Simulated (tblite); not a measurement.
B₂F₃, doublet, at a GFN2-xTB geometry; tblite with GFN1-xTB.

Input for tblite:
```
$ tblite run mol.xyz --method gfn1 --charge 0 --spin 1 --etemp 2000 --json tblite.json --no-restart

# file mol.xyz
5

F      2.28800819    -0.25131237    -0.03783998
B      1.01482057    -0.12552342     0.08614484
B     -0.53657336     0.05826643     0.01378160
F     -1.15328058     1.24668203     0.14170634
F     -1.40042050    -0.95800468    -0.15938105
```

Task: What does tblite print? Leave out banner, timings and long lists.

Result: 
```
xTB calculator
 | screened Coulomb repulsion
 | Coulomb electrostatics
 |  * isotropic Klopman-Ohno-Mataga-Nishimoto electrostatics
 |  * onsite third-order electrostatics
 | DFT-D3(BJ) dispersion correction

halogen bonding energy    0.0000000000000E+00 Eh
repulsion energy          7.9761974360922E-02 Eh
dispersion energy        -8.6561467344243E-04 Eh
number of electrons       2.7000000000000E+01 e
integral cutoff           2.1261634374110E+01 bohr

------------------------------------------------------------
  cycle        total energy    energy error   density error
------------------------------------------------------------
      1     -18.16186486548  -1.8240761E+01   6.6508655E-01
      2     -18.27430746500  -1.1244260E-01   3.7022366E-01
      3     -18.27756695701  -3.2594920E-03   1.3508082E-01
      4     -18.27911249686  -1.5455399E-03   3.3766863E-02
      5     -18.28033759194  -1.2250951E-03   1.8158285E-03
      6     -18.28033977528  -2.1833408E-06   8.6264540E-04
      7     -18.28034039492  -6.1964689E-07   4.5297119E-04
      8     -18.28034057172  -1.7680008E-07   6.5481402E-06
------------------------------------------------------------

electronic energy        -1.8359236931411E+01 Eh
total energy             -1.8280340571723E+01 Eh

Post processing:
 | Mayer-Wiberg bond orders

[Info] JSON dump of results written to 'tblite.json'
```
